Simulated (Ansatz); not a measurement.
Born–Oppenheimer molecular dynamics of Cl$_{4}$Si (5 atoms, charge 0, multiplicity 1). It starts from a relaxed structure.

All numbers below come from Ansatz 0.2.0, RKS r2SCAN-D4/def2-SVP.

```
ensemble                      : NVE (velocity Verlet)
time step                     : 2 fs
steps asked                   : 166
starting velocities drawn for : 300 K
seed                          : 562317
```

First frame:

```xyz
5
Properties=species:S:1:pos:R:3
Si 0.001 0.000 0.000
Cl 0.000 0.000 2.041
Cl 1.924 0.000 -0.679
Cl -0.961 1.666 -0.680
Cl -0.961 -1.666 -0.680
```

Q: How far do the bonds stretch over the last three quarters of this one trajectory? (Pairs bonded in most of those frames.)

A: 
```csv
bond,mean (Å),spread (Å),shortest,longest
Si1–Cl2,2.048,0.042,1.97,2.12
Si1–Cl3,2.039,0.016,2.01,2.08
Si1–Cl4,2.041,0.010,2.02,2.05
Si1–Cl5,2.043,0.034,1.98,2.10
```

Mean temperature of the second half: 149 K. The conserved energy stayed within 0.18 meV per atom of its start (net change 0.17 meV per atom), so the integration is sound. Over the second half the temperature averaged 0.50 of the 300 K drawn at the start: a run that starts near a minimum puts about half its kinetic energy into the potential. A run of 0.33 ps of so small a system gives no equilibrium averages.

The run took 3.8 min on 4 threads of AMD EPYC 7B13 (Zen 3), on a shared host, peak memory 0.18 GiB.
